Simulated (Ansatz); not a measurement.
**Two structures, one formula**

Two relaxed structures of B2H3ClO, singlet (PBE0-D4/def2-TZVP; forces vanish, vibrations not checked).

A:

O1  (0.230, 1.541, 0.248)
B2  (-0.180, 0.395, -0.344)
B3  (-0.047, -1.080, 0.467)
Cl4  (1.394, -2.044, 0.229)
H5  (0.121, 2.319, -0.304)
H6  (-0.637, 0.442, -1.462)
H7  (-0.882, -1.573, 1.166)
(Å)

B:

```
atom    x (Å)    y (Å)    z (Å)
  O1   0.3153  -0.5962   0.0923
  B2  -0.4395   0.4224  -0.4649
  B3  -0.8433  -0.3832   0.8203
 Cl4   3.0419  -2.3593  -0.1492
  H5   1.9621  -1.6600  -0.0534
  H6  -0.2138   1.0776  -1.4236
  H7  -1.2243  -0.9386   1.7927
```

Ansatz 0.2.0; basis: def2-TZVPP; cores frozen in the correlated methods. B3LYP uses VWN-RPA correlation.

Question: Which structure is lower at CCSD(T), and by how much? (Judge from chemistry; the value comes from the calculation.)

Answer: By the calculation: A, by 131.0 kJ/mol (electronic energy, against the other). By their contacts, A is B₂H₃ClO ([OH][BH][BH][Cl]) and B is a complex of B₂H₂O ([BH]1[BH][O]1) + HCl.

All methods give the same order:

| method | E(B) − E(A) (kJ/mol) |
| --- | --- |
| PBE-D4 | 131.9 |
| r2SCAN-D4 | 133.5 |
| PBE0-D4 | 138.4 |
| B3LYP-D4 | 132.9 |
| wB97M-V | 127.8 |
| HF | 143.1 |
| MP2 | 128.3 |
| CCSD | 133.1 |
| CCSD(T) | 131.0 |

The T1 diagnostic stays at or below 0.015.

Labels in which every atom is bracketed show which atoms are joined, not bond orders.

For scale, one of the runs: CCSD(T)/def2-TZVPP, 177 basis functions, launched by `ansatz run in.yaml --threads 2 --pin off --events-out ev --progress --plain --max-ram 4352MiB`. Time: 48 s of wall clock on 2 CPU threads of an Arm Neoverse V1; the host was shared. Peak host memory: 1.6 GiB.
